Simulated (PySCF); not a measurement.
# Heteronuclear NMR

Structure with atom numbers: `[CH3:1][O:2][C@H:3]1[CH2:4][CH2:5][SiH2:6]1`; H(Xn) means a hydrogen on atom n. Ha(C4), Ha(C5), Ha(Si6) are cis to O2 on the ring; Hb(C4), Hb(C5), Hb(Si6) are trans to O2 on the ring.

PySCF 2.14 calculation with GFN2-xTB structure and shielding tensors at PBE0/pcSseg-1 (GIAO); one conformer, non-relativistic, no solvent model, one averaged value for each set of equivalent atoms.

Question: Predict the 29Si NMR data.

Answer: 
| atoms | environment | σ (ppm) | δ (ppm) |
| --- | --- | --- | --- |
| Si6 | silicon bonded to 2 C, 2 H, in a 4-membered ring | 381.7 | -33.8 |

Shieldings were converted by a linear fit to measured shifts: 29Si: δ = 279.94 − 0.822σ (rms 8.9 ppm, 72 shifts, 25.8 ppm with the 6 outliers that the fit left out vs TMS, solution or neat liquid). A few per cent of atoms miss by over 2 rms, more outside the fitted compound classes.

On a 400 MHz spectrometer 29Si resonates near 79.5 MHz, so 1 ppm is 79.5 Hz.

Question: What are the 17O shifts?

Answer: 
```
atoms   environment  σ (ppm)  δ (ppm)
   O2  ether oxygen    295.4     -2.4
```

Shieldings were converted by a linear fit to measured shifts: 17O: δ = 266.70 − 0.911σ (rms 10.7 ppm, 155 shifts, 12.2 ppm with the 3 outliers that the fit left out vs liquid water, solution or neat liquid). Occasional misses reach two or three times the rms, and more in compound classes unlike the fitted ones.

On a 500 MHz spectrometer 17O resonates near 67.8 MHz, so 1 ppm is 67.8 Hz.
